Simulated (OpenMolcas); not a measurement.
Pd2+ (d8) in a complex was computed by CASSCF with the d shell active (OpenMolcas, ANO-RCC-VTZP on the metal). Its lowest spin-free states, and all those of the highest spin:

```
2S+1  Degeneracy  E (cm-1)
   3           1       0.0
   3           2      8010
   1           1      9984
   1           1     12303
   3           1     12622
   3           1     13065
   3           2     17886
   1           2     21081
   1           1     22526
   1           1     24582
   1           1     26269
   3           1     26769
   3           2     28248
```

Q: Is the site octahedral, tetrahedral or cube-like, axial, or of lower symmetry?

A: The states with 2S+1 = 3 have orbital degeneracies 1, 2, 1, 1, 2, 1, 2. There are pairs but no triples, so the site is axial: not cubic, but with a proper or improper axis of order three or more. The run had Pd2+ with 5 ligands (fluoride) in square pyramidal coordination (C4v) at 2.1 Å, the axial distance 1.995 Å. A charge of +0.6 e stands 3.2 Å behind each ligand. Ligand basis ANO-RCC-VDZP.

Without dynamic correlation the repulsion within the d shell is too large (B by tens of per cent), so at a given field states of lower spin stand too high. Real 4d8 and 5d8 ions are as a rule square planar and diamagnetic. With metal d orbitals alone the field can be off either way by tens of per cent. Ligand-to-metal charge-transfer states are missing. With no ligand orbital active B as a rule stays too high, so bands that hang on it stand too high and its fall with covalency is understated. No measured value stands beside these numbers; the geometry was imposed, not optimised, and the real ion may take another.
